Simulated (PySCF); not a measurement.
Positional isomers: propene boryl. Gas-phase values, no solvent. One relaxed conformer stands for each flexible species; it need not be the lowest. Strings in code marks are SMILES.

The T1 excitation (TDA) from two functionals at the same geometries (PBE0-D4/def2-TZVP), both in PySCF: PBE-D3(BJ)/def2-TZVP and PBE0-D4/def2-TZVP. Excitations are Tamm–Dancoff values on a coarser integration grid. The basis has no diffuse functions, so Rydberg states are missing or too high.

| species | PBE0-D4/def2-TZVP (eV) |
|---|---|
| `BC(=C)C` | 3.34 |
| `C/C=C/B` | 3.53 |
| `B/C=C\C` | 3.37 |
| `C(C=C)B` | 4.34 |

**Question.** What does PBE-D3(BJ)/def2-TZVP give for each?

**Answer.** 
- `BC(=C)C`: 3.30
- `C/C=C/B`: 3.53
- `B/C=C\C`: 3.36
- `C(C=C)B`: 3.65
Over these rows, drawn at random from the members with no instability flagged (it was tested for open shells, ions and some series alone), PBE minus PBE0-D4: mean -0.18 eV, from -0.69 eV to +0.01 eV.
